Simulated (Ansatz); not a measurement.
Isolated molecules relaxed with PBE0-D4/def2-TZVP in Ansatz; ΔE leaves out vibrations. CCSD(T)/CBS adds triple-zeta CCSD(T) − MP2 to the extrapolated MP2 energy (def2 sets, frozen cores). Functionals use def2-TZVPP. One conformer a species, not always the lowest.

Reaction (formal exchange of groups at the Si–N bond): `C[SiH](N)Cl` + `S=COCS` → `C[SiH](Cl)OC=S` + `NCS`

```csv
level,ΔE (kJ/mol)
B2PLYP,-24.3
CCSD/CBS(def2),-28.8
```

(1) What does CCSD(T)/CBS give? (Best estimate.)

Largest T1 diagnostic among the species: 0.016.

Results:

(1) Computed: -26.6 kJ/mol. The listed levels differ from it by 2.3, -2.2 kJ/mol.

From PBE to PBE0 (25 % exact exchange), in def2-TZVPP and without D4, ΔE moves by −3.9 kJ/mol. In def2-TZVPP, CCSD(T) changes the Hartree–Fock value by +7.2 kJ/mol (the triples alone add +2.2 kJ/mol) and MP2 by +7.1 kJ/mol.
